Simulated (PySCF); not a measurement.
C2H7F3OSi2.
Structure used (PBE0-D3(BJ)/def2-SVP), in Å, numbered top down from 1:
```
atom  x, y, z in Å
O1    -1.0273    2.0256    0.7263
Si2   -1.4710    0.4730    0.3050
C3     0.0750   -0.1852   -0.5621
Si4    1.6499    0.6360    0.1420
C5     0.1341   -1.6864   -0.5447
F6     0.4977   -2.1528    0.6591
F7    -1.0627   -2.2379   -0.8259
F8     0.9994   -2.1772   -1.4360
H9    -1.5901    2.5162    1.3310
H10   -1.7853   -0.3525    1.5077
H11   -2.6445    0.4768   -0.6164
H12    0.0068    0.1188   -1.6204
H13    1.7625    2.0077   -0.4247
H14    2.8342   -0.1700   -0.2784
H15    1.6046    0.6894    1.6301
```

Jobs on this species (15 atoms, 82 electrons) with PySCF (density fitting). Hardware of each: one thread, Arm Neoverse V2 (aarch64), on a shared host. Times come from a shared host and carry two figures at best. Peak memory is the resident size of the whole Python process, interpreter and libraries included.

```csv
level and settings,work,basis functions,SCF cycles,wall time,peak memory
"PBE0/pcSseg-1, IEF-PCM benzene","shieldings, charges and field gradients",185,?,?,?
"PBE0/pcSseg-1, IEF-PCM dimethylsulfoxide",shieldings,185,?,?,?
"delta-SCF UKS SCAN, pcX-2 on the ionised atom, pcseg-1 elsewhere, spin-free X2C","ΔSCF core ionisation, 8 holes",197,122,72 s,0.79 GiB
B3LYP/def2-SVPD,"10 singlets by full TDDFT, 4 Tamm–Dancoff triplets, polarisability, dynamic polarisability, ΔSCF ions",236,13,4.3 min,1.1 GiB
PBE0/pcSseg-1,"shieldings, charges and field gradients",185,13,19 s,1.0 GiB
"B3LYP/def2-SVPD, IEF-PCM benzene","6 singlets by full TDDFT, polarisability",236,13,41 s,1.1 GiB
"PBE0-D3(BJ)/def2-SVP, grid level 1",geometry optimisation from a GFN2-xTB start shaken at random,155,146,3.4 min,0.63 GiB
KT3/pcSseg-1,shieldings,185,16,30 s,0.90 GiB
```

Question: Fill in the missing figures.

Answer: 
- PBE0/pcSseg-1, IEF-PCM benzene; shieldings, charges and field gradients: 23 s, 1.1 GiB, 12 SCF cycles
- PBE0/pcSseg-1, IEF-PCM dimethylsulfoxide; shieldings: 21 s, 1.1 GiB, 12 SCF cycles

Question: What do all jobs in the table cost together?

Answer: About 11 min; the longest takes about 39 % of that, and about 14 times as long as the shortest.
